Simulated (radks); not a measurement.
All-electron atom: the chromium ion Cr4+ in [Ar] 3d2 (the NIST ground configuration).

Method: Dirac Kohn-Sham, PBE, spin-unpolarised, spherical densities, finite nucleus; open shells fill j = l - 1/2 first; Fermi nuclear charge, rms radius 3.6452 fm; computed with a radial shooting solver on a logarithmic mesh with Libxc functionals.

Energy parts (eV):
| part | energy |
|---|---|
| total | -28484.753 |
| kinetic | 28824.191 |
| electron-nucleus | -66810.598 |
| Hartree | 10777.956 |
| exchange-correlation | -1276.302 |

Orbitals (lengths in bohr, moments of r in powers of bohr):
orbital,occ.,eigenvalue (eV),<r>
1s1/2,2,-5941.009,0.06356
2s1/2,2,-729.9651,0.2929
2p1/2,2,-629.1513,0.2579
2p3/2,4,-620.5128,0.2608
3s1/2,2,-132.7418,0.8753
3p1/2,2,-104.1839,0.9122
3p3/2,4,-103.0637,0.9195
3d3/2,2,-58.0520,1.020
3d5/2,0,-57.9255,1.022

The highest occupied level is 3d3/2 at -58.052 eV. The electron density at the nucleus is 1.144e+04 e/bohr^3. The density falls to 0.001 e/bohr^3 at r = 2.54 bohr. Summed over all electrons, <r^2> = 10.91 bohr^2, which gives a Langevin (diamagnetic) susceptibility term of -8.64 x 10^-6 cm^3/mol. For comparison, the ionisation energy in NIST's Atomic Spectra Database is 69.46 eV (semi-empirical). In exact Kohn-Sham theory the highest level is minus the ionisation energy, but local and semilocal functionals leave it too shallow, through self-interaction and a potential that decays too fast; potentials with the right tail come closer.

Beside tabulated values, note that spin-unpolarised runs miss the spin-polarisation part of the exchange energy of open shells.
